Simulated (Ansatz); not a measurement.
`C[SiH2]C#N` + `N[SiH](O)Br` → `CN[SiH](O)Br` + `N#C[SiH3]`  (substitution at a C–Si bond)

Gas-phase electronic energies from Ansatz, PBE0-D4/def2-TZVP geometries. CCSD(T)/CBS is the MP2 limit (def2-TZVPP, def2-QZVPP) plus CCSD(T) − MP2 in def2-TZVPP, frozen cores. This one scheme is used for every species. For Br outer-core shells are correlated without core-valence functions, which leaves a few kJ/mol of doubt a bond. Scalar relativity is left out up to krypton. Each species was taken in one conformer, which may not be the lowest.

```
       species  SCS-MP2/def2-TZVPP energy (Eh)
  `C[SiH2]C#N`                      -422.74594
 `N[SiH](O)Br`                     -2994.03469
`CN[SiH](O)Br`                     -3033.24269
   `N#C[SiH3]`                      -383.50510
```

(1) Work out ΔE.

Largest T1 diagnostic among the species: 0.013.

## Answers

(1) ΔE = (-3033.24269) + (-383.50510) − (-422.74594) − (-2994.03469) = 0.03284 Eh = +86.2 kJ/mol. CCSD(T)/CBS gives +90.1 kJ/mol.
